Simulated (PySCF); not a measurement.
PySCF input file for SeBr2, SMILES Br[Se]Br, C-PCM-PBE0/def2-SVP. Geometry optimised at PBE0-D3(BJ)/def2-SVP.

```python
import numpy as np
from pyscf import gto, scf, dft
from pyscf.solvent import pcm

mol = gto.M(
    atom='''
    Se    0.00000000    0.00000000    0.97369277
    Br    0.00000000    1.80876230   -0.47293649
    Br    0.00000000   -1.80876230   -0.47293649
    ''',
    basis='def2-SVP',
    charge=0,
    spin=0,
    max_memory=1600,
    verbose=3,
)
mf = dft.RKS(mol, xc='pbe0').density_fit(auxbasis='def2-universal-jkfit')
mf.grids.level = 3
mf.conv_tol = 1e-9
mf.max_cycle = 100
mf.kernel()
res = {}
for name, eps in {'water': 78.355, 'toluene': 2.3741, 'cyclohexanone': 15.619}.items():
    s = mf.PCM()
    s.with_solvent.method, s.with_solvent.eps, s.with_solvent.lebedev_order = 'C-PCM', eps, 29
    s.kernel(mf.make_rdm1())
    res[name] = (s.e_tot, eps, s.dip_moment(), s.mo_energy, s.converged)
    print(f'{name}: electrostatic solvation free energy {(s.e_tot - mf.e_tot) * 627.509474:.3f} kcal/mol')
```

Log of the run:

```
converged SCF energy = -7548.08269517448

WARN: PCM is an experimental feature. It is still in testing.
Features and APIs may be changed in the future.

converged SCF energy = -7548.08549560551
Dipole moment(X, Y, Z, Debye): -0.00000, -0.00000,  0.94562
water: electrostatic solvation free energy -1.757 kcal/mol

WARN: PCM is an experimental feature. It is still in testing.
Features and APIs may be changed in the future.

converged SCF energy = -7548.08428939739
Dipole moment(X, Y, Z, Debye):  0.00000, -0.00000,  0.80364
toluene: electrostatic solvation free energy -1.000 kcal/mol

WARN: PCM is an experimental feature. It is still in testing.
Features and APIs may be changed in the future.

converged SCF energy = -7548.08533970445
Dipole moment(X, Y, Z, Debye):  0.00000, -0.00000,  0.92554
cyclohexanone: electrostatic solvation free energy -1.659 kcal/mol
```

The run converged.
